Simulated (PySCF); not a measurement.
H$_{4}$O$_{4}$Ti, quintet, geometry from GFN2-xTB of the parent state (such geometries of metal compounds can be far from the true shape) (another spin typed on purpose, not shown lowest); B3LYP/STO-3G (PySCF).

PySCF was given this input:
```python
from pyscf import gto, scf, dft

mol = gto.Mole()
mol.atom = '''
    Ti    0.00000000    0.00000000   -0.00000000
    O     1.24544225   -0.58253470   -1.05566096
    H     2.18594291   -0.38412089   -1.04907072
    O     0.70126705    0.27495552    1.56125498
    H     0.42784937    0.88996160    2.24752262
    O    -0.68322854    1.49335881   -0.55495166
    H    -1.41360157    1.63536595   -1.16350913
    O    -1.26348075   -1.18577963    0.04935764
    H    -1.20019071   -2.14120665   -0.03494277
'''
mol.basis = 'sto-3g'
mol.spin = 4
mol.verbose = 4
mol.build()

mf = dft.ROKS(mol)
mf.xc = 'b3lyp'
mf.kernel()
mf.analyze()
```

The log (banner, timings and long lists left out):

```
PySCF version 2.14.0

[INPUT] verbose = 4
[INPUT] num. atoms = 9
[INPUT] num. electrons = 58
[INPUT] charge = 0
[INPUT] spin (= nelec alpha-beta = 2S) = 4
[INPUT] symmetry False subgroup None
[INPUT] Mole.unit = angstrom
[INPUT] Symbol           X                Y                Z      unit          X                Y                Z       unit  Magmom
[...]
nuclear repulsion = 339.052642804665
number of shells = 24
number of NR pGTOs = 126
number of NR cGTOs = 42
basis = sto-3g
ecp = {}

******** <class 'pyscf.dft.roks.ROKS'> ********
method = ROKS
initial guess = minao
damping factor = 0
level_shift factor = 0
DIIS = <class 'pyscf.scf.diis.CDIIS'>
diis_start_cycle = 1
diis_space = 8
diis_damp = 0
SCF conv_tol = 1e-09
SCF conv_tol_grad = None
SCF max_cycles = 50
direct_scf = True
direct_scf_tol = 1e-13
num. doubly occ = 27  num. singly occ = 4
XC library pyscf.dft.libxc version 7.1.2
    S. Lehtola, C. Steigemann, M. J. T. Oliveira, and M. A. L. Marques,  SoftwareX 7, 1–5 (2018)
XC functionals = b3lyp
    P. J. Stephens, F. J. Devlin, C. F. Chabalowski, and M. J. Frisch,  J. Phys. Chem. 98, 11623 (1994)
radial grids:
    Treutler-Ahlrichs [JCP 102, 346 (1995); DOI:10.1063/1.469408] (M4) radial grids

becke partition: Becke, JCP 88, 2547 (1988); DOI:10.1063/1.454033
pruning grids: <function nwchem_prune>
grids dens level: 3
symmetrized grids: False
atomic radii adjust function: <function treutler_atomic_radii_adjust>
small_rho_cutoff = 0
Set gradient conv threshold to 3.16228e-05
tot grids = 116464
init E= -1139.63268803916
[...]
cycle= 1 E= -1139.19549901797  delta_E= 0.437  |g|= 0.697  |ddm|= 3.29
[...]
cycle= 2 E= -1139.23779343293  delta_E= -0.0423  |g|= 0.586  |ddm|= 3.52

WARN: HOMO 0.270620141002042 >= LUMO 0.262435868648709

cycle= 3 E= -1139.37586093723  delta_E= -0.138  |g|= 0.36  |ddm|= 2.92
[...]
cycle= 4 E= -1139.43436123158  delta_E= -0.0585  |g|= 0.104  |ddm|= 2.84
[...]
cycle= 5 E= -1139.43908045715  delta_E= -0.00472  |g|= 0.0302  |ddm|= 0.23
[...]
cycle= 6 E= -1139.43566883607  delta_E= 0.00341  |g|= 0.0907  |ddm|= 0.19
[...]
cycle= 7 E= -1139.43967751493  delta_E= -0.00401  |g|= 0.00481  |ddm|= 0.153
[...]
cycle= 8 E= -1139.43978059557  delta_E= -0.000103  |g|= 0.00399  |ddm|= 0.107
[...]
cycle= 9 E= -1139.4397983574  delta_E= -1.78e-05  |g|= 0.00419  |ddm|= 0.0263
[...]
cycle= 10 E= -1139.43981187751  delta_E= -1.35e-05  |g|= 0.00384  |ddm|= 0.02
[...]
cycle= 11 E= -1139.43983243268  delta_E= -2.06e-05  |g|= 0.00221  |ddm|= 0.0294
[...]
cycle= 12 E= -1139.43986551452  delta_E= -3.31e-05  |g|= 0.00111  |ddm|= 0.0974
[...]
cycle= 13 E= -1139.43986864224  delta_E= -3.13e-06  |g|= 0.00037  |ddm|= 0.0329
[...]
cycle= 14 E= -1139.43986878917  delta_E= -1.47e-07  |g|= 0.000184  |ddm|= 0.00227
[...]
cycle= 15 E= -1139.43986878991  delta_E= -7.43e-10  |g|= 0.000232  |ddm|= 0.00486
[...]
cycle= 16 E= -1139.43986882308  delta_E= -3.32e-08  |g|= 0.000126  |ddm|= 0.00229
[...]
cycle= 17 E= -1139.43986883254  delta_E= -9.46e-09  |g|= 0.000134  |ddm|= 0.00114
[...]
cycle= 18 E= -1139.43986882042  delta_E= 1.21e-08  |g|= 0.000118  |ddm|= 0.00142
[...]
cycle= 19 E= -1139.43986882931  delta_E= -8.89e-09  |g|= 0.000129  |ddm|= 0.00102
[...]
cycle= 20 E= -1139.43986883076  delta_E= -1.45e-09  |g|= 0.000108  |ddm|= 0.000598
[...]
cycle= 21 E= -1139.43986882154  delta_E= 9.22e-09  |g|= 9.98e-05  |ddm|= 0.00144
[...]
cycle= 22 E= -1139.43986880878  delta_E= 1.28e-08  |g|= 6.5e-06  |ddm|= 0.00491
[...]
cycle= 23 E= -1139.439868809  delta_E= -2.16e-10  |g|= 2.02e-06  |ddm|= 0.000269
[...]
Extra cycle  E= -1139.43986880892  delta_E= 8.05e-11  |g|= 1.34e-05  |ddm|= 2.7e-05
converged SCF energy = -1139.43986880892
**** SCF Summaries ****
Total Energy =                       -1139.439868808917254
Nuclear Repulsion Energy =             339.052642804665425
One-electron Energy =                -2241.695519043297281
Two-electron Energy =                  763.203007429714489
Two-electron Coulomb Energy =          841.096623261533637
DFT Exchange-Correlation Energy =      -77.893615831819204
HOMO-LUMO gap [eV] =                     0.730608086438465
**** MO energy ****
                Roothaan           | alpha              | beta
[...]
 ** Mulliken pop on meta-lowdin orthogonal AOs  **
 ** Mulliken pop  **
 ** Mulliken atomic charges  **
charge of    0Ti =      0.25403
charge of    1O =     -0.17208
charge of    2H =      0.10858
charge of    3O =     -0.17209
charge of    4H =      0.10859
charge of    5O =     -0.17209
charge of    6H =      0.10858
charge of    7O =     -0.17209
charge of    8H =      0.10857
Dipole moment(X, Y, Z, Debye):  0.00024,  0.00006,  0.00015
```
